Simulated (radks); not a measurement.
The numbers below are computed, except where a source is named.
Trend from Rb2+ to Xe2+: ionisation energy by Delta-SCF between NIST ground configurations, and size. Code: a radial shooting solver on a logarithmic mesh with Libxc functionals. Model: scalar-relativistic Kohn-Sham, BLYP, spin-polarised, spherical densities, point nucleus; open shells are filled with parallel spins first (spin-orbit coupling, left out, can overturn this in heavy ions).

[
 {"species": "Rb2+", "configuration": "[Ar] 3d10 4s2 4p5", "IE (eV)": "39.175", "NIST (eV)": "39.247", "kind": "semi-emp."},
 {"species": "Sr2+", "configuration": "[Kr]", "IE (eV)": "42.817", "NIST (eV)": "42.884", "kind": "exp."},
 {"species": "Zr2+", "configuration": "[Kr] 4d2", "IE (eV)": "23.007", "NIST (eV)": "23.170", "kind": "semi-emp."},
 {"species": "Nb2+", "configuration": "[Kr] 4d3", "IE (eV)": "25.332", "NIST (eV)": "25.040", "kind": "semi-emp."},
 {"species": "Mo2+", "configuration": "[Kr] 4d4", "IE (eV)": "27.558", "NIST (eV)": "27.1", "kind": "semi-emp."},
 {"species": "Tc2+", "configuration": "[Kr] 4d5", "IE (eV)": "29.713", "NIST (eV)": "29.550", "kind": "semi-emp."},
 {"species": "Ru2+", "configuration": "[Kr] 4d6", "IE (eV)": "28.551", "NIST (eV)": "28.470", "kind": "semi-emp."},
 {"species": "Rh2+", "configuration": "[Kr] 4d7", "IE (eV)": "30.901", "NIST (eV)": "31.060", "kind": "semi-emp."},
 {"species": "Pd2+", "configuration": "[Kr] 4d8", "IE (eV)": "33.215", "NIST (eV)": "32.930", "kind": "semi-emp."},
 {"species": "Ag2+", "configuration": "[Kr] 4d9", "IE (eV)": "35.480", "NIST (eV)": "34.8", "kind": "semi-emp."},
 {"species": "Cd2+", "configuration": "[Kr] 4d10", "IE (eV)": "37.701", "NIST (eV)": "37.47", "kind": "exp."},
 {"species": "In2+", "configuration": "[Kr] 4d10 5s1", "IE (eV)": "28.742", "NIST (eV)": "28.044", "kind": "exp."},
 {"species": "Sn2+", "configuration": "[Kr] 4d10 5s2", "IE (eV)": "30.855", "NIST (eV)": "30.506", "kind": "exp."},
 {"species": "Sb2+", "configuration": "[Kr] 4d10 5s2 5p1", "IE (eV)": "24.660", "NIST (eV)": "25.324", "kind": "exp."},
 {"species": "Te2+", "configuration": "[Kr] 4d10 5s2 5p2", "IE (eV)": "27.368", "NIST (eV)": "27.84", "kind": "exp."},
 {"species": "I2+", "configuration": "[Kr] 4d10 5s2 5p3", "IE (eV)": "29.979", "NIST (eV)": "29.57", "kind": "exp."},
 {"species": "Xe2+", "configuration": "[Kr] 4d10 5s2 5p4", "IE (eV)": "30.481", "NIST (eV)": "31.05", "kind": "semi-emp."}
]

Reference values: NIST Atomic Spectra Database (exp. = measured, semi-emp. = semi-empirical, theory = theoretical value adopted there). Open shells are spherical and high-spin; term and fine-structure splittings are not resolved. Spin-orbit splitting is averaged out at the scalar-relativistic level.
